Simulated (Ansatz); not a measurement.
A made-up structure of SiHO2F, closed shell:

O1  (-0.205, -1.720, 0.346)
Si2  (-0.376, -0.278, -0.055)
O3  (-1.671, 0.387, -0.634)
F4  (0.692, 0.924, 0.002)
H5  (1.514, 0.699, 0.322)
(Å)

It is relaxed with PBE-D4/def2-SVP and then PBE0-D4/def2-TZVP (Ansatz 0.2.0). Atoms count as bonded within 1.22 times the sum of their covalent radii (H–H: 0.88 Å). The end point is not checked to be a true minimum.

Question: Does its bonding change? (A judgement: the text doesn't fix the answer.)

Answer: Computed: Yes. Formed: O1–H5; broken: F4–H5.

Where it ends: The first stage lowers the energy by 4.71 eV in 21 steps. It ends as SiHO₂F ([O][Si]([OH])[F]):
O1  (0.426, -1.032, 0.331)
Si2  (-0.439, 0.220, -0.185)
O3  (-1.868, 0.212, -0.651)
F4  (0.499, 1.486, -0.112)
H5  (1.335, -0.873, 0.599)
(Å)

Labels in which every atom is bracketed show which atoms are joined, not bond orders.

For scale, one of the runs: PBE0-D4/def2-TZVP relaxation, 136 basis functions, launched by `ansatz run in.yaml --threads 2 --pin off --events-out ev --progress --plain --max-ram 4352MiB`. Hardware: 2 CPU threads of an Intel Xeon Platinum 8259CL, shared host. Wall time about 16 s.
